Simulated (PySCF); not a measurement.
This PySCF input asks for the NMR shieldings of SMILES CC[C@@H]1SB(C)S[C@@H]1F, C5H10BFS2; the geometry comes from GFN2-xTB.

```python
import basis_set_exchange as bse
import numpy as np
from pyscf import gto, dft
from pyscf.prop import nmr

atoms = """
C     2.511339    1.373264    0.500778
C     1.937673   -0.034835    0.575530
C     0.670949   -0.176208   -0.261986
S    -0.700796    0.859376    0.423165
B    -2.045346   -0.152575   -0.166890
C    -3.550265    0.301438   -0.086911
S    -1.534889   -1.704576   -0.929326
C     0.203252   -1.620074   -0.358355
F     0.293351   -2.245292    0.857433
H     3.404147    1.444977    1.116303
H     1.783093    2.096755    0.858951
H     2.775834    1.626174   -0.523919
H     1.705377   -0.286601    1.611751
H     2.674150   -0.756114    0.210582
H     0.840611    0.194175   -1.278041
H    -3.761456    0.850039    0.828756
H    -4.244748   -0.532912   -0.149285
H    -3.788589    0.974994   -0.910510
H     0.816509   -2.202755   -1.054534
"""
names = dict.fromkeys(["C", "S", "B", "F", "H"], "pcSseg-1")
basis = {el: gto.basis.parse(bse.get_basis(n, elements=[el], fmt="nwchem")) for el, n in names.items()}
mol = gto.M(atom=atoms, basis=basis, charge=0, verbose=0)
mf = dft.RKS(mol, xc="PBE0")
mf.grids.level = 2
mf.grids.alignment = dft.numint.BLKSIZE   # the property module wants whole blocks of grid points
mf.conv_tol = 1e-9
mf.kernel()

calc = nmr.RKS(mf)   # GIAO
C = mf.mo_coeff
Co = C[:, mf.mo_occ > 0]
resp = mf.gen_response(singlet=True, hermi=2)
def vind(x):   # induced exchange potential for any number of trial vectors
    d = np.einsum("pi,xij,qj->xpq", C, 2 * x.reshape(-1, C.shape[1], Co.shape[1]), Co, optimize=True)
    return np.einsum("xpq,pi,qj->xij", resp(d - d.transpose(0, 2, 1)), C, Co, optimize=True).ravel()
mo1, _ = nmr.rhf.solve_mo1(calc, with_cphf=vind)
sigma = calc.kernel(mo1)
for i, s in enumerate(sigma):   # ppm
    print("%2d %-2s %9.2f" % (i, mol.atom_pure_symbol(i), np.trace(s) / 3))
```

Task: What does it print?

Result: 
```
 0 C     169.77
 1 C     157.75
 2 C     114.18
 3 S     408.07
 4 B      33.36
 5 C     183.83
 6 S     341.16
 7 C      74.94
 8 F     358.10
 9 H      30.30
10 H      30.31
11 H      30.76
12 H      29.62
13 H      29.82
14 H      28.26
15 H      30.54
16 H      30.48
17 H      30.88
18 H      25.59
```

These numbers come from an equivalent density-fitted implementation of the same equations, which agrees with the script to about 0.01 ppm for H and up to a few tenths of a ppm for heavy atoms, so last digits may differ.

Size and cost of the density-fitted run: 217 basis functions, 44 s wall time on 1 thread of an Arm Neoverse V2, shared host; peak memory 1 GiB.
